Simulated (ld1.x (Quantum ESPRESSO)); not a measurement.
**An all-electron radial function and its pseudo partner (Tc (Z = 43))**

Columns: radius, all-electron u(r) and pseudo u(r) of the 4d shell (level -6.78 eV) of technetium in the configuration [Ar] 3d10 4s2 4p6 4d5 5s2 5p0; BP86, scalar-relativistic, ultrasoft scheme, ld1.x (Quantum ESPRESSO) 7.5.

```
r (bohr)  all-electron   pseudo
   0.152        0.2764  -0.0083
   0.305        0.3595  -0.0616
   0.458        0.0992  -0.1814
   0.610       -0.2265  -0.3529
   0.762       -0.4924  -0.5371
   0.915       -0.6705  -0.6897
   1.068       -0.7671  -0.7811
   1.220       -0.8025  -0.8107
   1.372       -0.7977  -0.7993
   1.525       -0.7677  -0.7677
   1.678       -0.7237  -0.7237
   1.830       -0.6731  -0.6731
   1.982       -0.6203  -0.6203
   2.135       -0.5677  -0.5677
   2.288       -0.5172  -0.5172
   2.440       -0.4699  -0.4699
   2.592       -0.4260  -0.4260
   2.745       -0.3853  -0.3853
   2.898       -0.3479  -0.3479
   3.050       -0.3141  -0.3141
   3.202       -0.2833  -0.2833
   3.355       -0.2552  -0.2552
   3.508       -0.2297  -0.2297
   3.660       -0.2068  -0.2068
   3.812       -0.1861  -0.1861
   3.965       -0.1672  -0.1672
```

Problem. How many radial nodes do the two functions have?

Solution. The all-electron 4d function has n − l − 1 = 1; the pseudo-wave has 0, since the states of the same l below it are removed with the core.

Problem. At about which radius was the pseudo-wave matched?

Solution. 1.50 bohr, where the columns begin to agree (steps of 0.15 bohr).

Problem. Where does each function peak?

Solution. Outermost all-electron maximum near 1.22 bohr, pseudo maximum near 1.22 bohr (to the table’s step).

Problem. Is the pseudo-wave norm-conserving?

Solution. No, it belongs to an ultrasoft set: the norm inside the radius is not constrained, and the difference is carried by the augmentation charge.
